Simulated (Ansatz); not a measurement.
TaSCl3 was relaxed with r2SCAN-D4 (def2-SVP) in Ansatz in these states: charge +1 doublet, neutral singlet. The geometries follow in no particular order.

In the def2 sets Ta takes a core potential; there is no spin–orbit coupling.

A:

```xyz
5

Ta   -0.045   -0.084   -0.003
S     1.033    1.941    0.004
Cl   -0.368   -0.443   -2.187
Cl   -1.925    0.152    1.190
Cl    1.305   -1.566    0.996
```

B:

```tsv
atom	x (Å)	y (Å)	z (Å)
Ta1	-0.0017	-0.0034	-0.0106
S2	0.3079	0.5935	2.0340
Cl3	0.3560	1.8296	-1.3350
Cl4	-2.1574	-0.7506	-0.2018
Cl5	1.4952	-1.6691	-0.4866
```

Judge from the bond lengths which geometry belongs to which state (an estimate).

A is the charge +1 doublet (Ta1–S2 2.294 Å, Ta1–Cl3 2.237 Å, Ta1–Cl4 2.239 Å); B is the neutral singlet (Ta1–S2 2.152 Å, Ta1–Cl3 2.290 Å, Ta1–Cl4 2.290 Å).
